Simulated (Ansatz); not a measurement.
Isolated molecules relaxed with PBE0-D4/def2-TZVP in Ansatz; ΔE leaves out vibrations. CCSD(T)/CBS is the MP2 limit (def2-TZVPP, def2-QZVPP) plus CCSD(T) − MP2 in def2-TZVPP, frozen cores. This one scheme is used for every species. Functionals use def2-TZVPP. B3LYP here is the variant with VWN-RPA as its local correlation; programs differ in this. One conformer a species, not always the lowest.

`C[O][AlH][SiH2][SiH3]` + H₂S → `C[O][AlH][SiH2]S` + SiH₄  (cleavage of the Si–Si bond)

```tsv
level	ΔE (kJ/mol)	difference from CCSD(T)/CBS
PBE-D4	-35.7	9.7
B3LYP-D4	-45.3	0.1
r2SCAN	-43.0	2.4
B3LYP	-46.6	-1.2
MP2/def2-TZVPP	-51.8	-6.4
SCS-MP2/def2-TZVPP	-52.2	-6.8
CCSD(T)/def2-TZVPP	-42.8	2.6
MP2/def2-QZVPP	-53.3	-7.9
SCS-MP2/def2-QZVPP	-53.7	-8.3
MP2/CBS(def2)	-54.4	-9.0
CCSD(T)/CBS	-45.4	0
```

Largest T1 diagnostic among the species: 0.014.

In def2-TZVPP, CCSD(T) changes the Hartree–Fock value by +12.6 kJ/mol (the triples alone add +0.6 kJ/mol) and MP2 by +3.6 kJ/mol.
